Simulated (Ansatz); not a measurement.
`[BH2][GeH]([CH3])[F]` and `[CH3][GeH]([F])[SiH3]` differ in one atom or group.

Ansatz, PBE0-D4/def2-TZVP geometries, multiplicity 1. 

Scalar relativity is left out up to krypton.

```
                                        property  `[BH2][GeH]([CH3])[F]`
size of the dipole moment (B3LYP/def2-TZVPP) / D                    2.53
               LUMO energy (PBE/def2-TZVPP) / eV                   -3.64
           LUMO energy (ωB97M-V/def2-TZVPP) / eV                   -0.70
              LUMO energy (PBE0/def2-TZVPP) / eV                   -2.65
         HOMO–LUMO gap (ωB97M-V/def2-TZVPP) / eV                    9.68
             LUMO energy (B3LYP/def2-TZVPP) / eV                   -2.87
```

Problem. Give the same properties after the change, and the shifts. (Estimate.)

Solution. Computed: 
```
                                        property  `[CH3][GeH]([F])[SiH3]`  shift
size of the dipole moment (B3LYP/def2-TZVPP) / D                     2.35  -0.18
               LUMO energy (PBE/def2-TZVPP) / eV                    -1.13   2.51
           LUMO energy (ωB97M-V/def2-TZVPP) / eV                     1.55   2.25
              LUMO energy (PBE0/def2-TZVPP) / eV                    -0.28   2.37
         HOMO–LUMO gap (ωB97M-V/def2-TZVPP) / eV                    11.73   2.05
             LUMO energy (B3LYP/def2-TZVPP) / eV                    -0.48   2.39
```

With PBE0 the HOMO rises by 0.09 eV and the LUMO rises by 2.37 eV, so the gap widens by about 2.28 eV. PBE moves the HOMO by 0.00 eV and ωB97M-V by 0.20 eV. Dipoles are sizes alone; their direction can turn.

B3LYP here is the variant with VWN-RPA as its local correlation; programs differ in this.
